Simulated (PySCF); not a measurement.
**Xe²²⁺: ionisation energy**

Xe²²⁺ [Ar] 3d10 4s2 4p2 (3P) → Xe²³⁺ [Ar] 3d10 4s2 4p1 (2P), as a difference of total energies. Computed with PySCF 2.14 in an even-tempered Gaussian basis (20 s from 1.3 bohr⁻², ratio 2.5; 14 p from 1.6 bohr⁻², ratio 2.5; 8 d from 2.9 bohr⁻², ratio 2.5; 5 f from 9.8 bohr⁻², ratio 2.7; 4 g from 15 bohr⁻², ratio 2.7), with the spin-free X2C one-electron Hamiltonian (Gaussian nucleus). Correlated levels: outer shells: [Ne] frozen; virtual orbitals above 40 to 60 times the deepest correlated orbital energy dropped. The calculations carry no spin-orbit coupling.

```tsv
method	ionisation energy (eV)
UHF	691.64
LDA	693.37
PBE	692.98
PBE0	692.96
r2SCAN	693.22
BHandHLYP	692.98
TPSS	692.96
MP2 (outer shells)	692.68
SCS-MP2 (outer shells)	692.47
```

How much does correlation contribute at MP2 (outer shells)?

692.68 − (691.64) = 1.04 eV, measured against UHF.

Spin-orbit coupling is strong in these open shells (close to jj coupling). The scalar numbers leave it out and a first-order estimate fails, so it can dominate the gap to the real levels.

Breit and QED terms and the two-electron picture change are absent.

For comparison: 700 ± 4 eV (theoretical estimate listed by NIST; NIST Atomic Spectra Database, ionization energies).
